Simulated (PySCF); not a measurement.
Al(F)(Me)(NCO) (C2H3AlFNO), SMILES [CH3][Al]([F])[N]=C=O.

The structure is a stationary point at r2SCAN-D4/def2-SVP. The structure was generated by enumeration; whether it is a known compound was not checked. The values are those of a single conformer.

Method: C-PCM-ωB97X/def2-SVP (PySCF).

The values are the electrostatic part of the solvation free energy, E(continuum) − E(gas) at the gas-phase geometry, in a cavity of scaled van der Waals radii (PySCF's table); cavitation and dispersion terms are not included. A continuum can't describe solvent molecules that bind to the metal. In vacuum the orbital gap is 12.27 eV. The dipole moment in vacuum is 2.67 D.

Estimate the values in water (ε = 78.36), diethylether (ε = 4.24), ethylethanoate (ε = 5.99). (Estimate from the structure and the level; the computed values follow.)


```
solvent             ε  ΔG(elec) (kcal/mol)  dipole (D)  gap (eV)
--------------  -----  -------------------  ----------  --------
water           78.36                 -7.5        3.20     12.73
diethylether     4.24                 -5.7        3.06     12.63
ethylethanoate   5.99                 -6.2        3.10     12.66
```
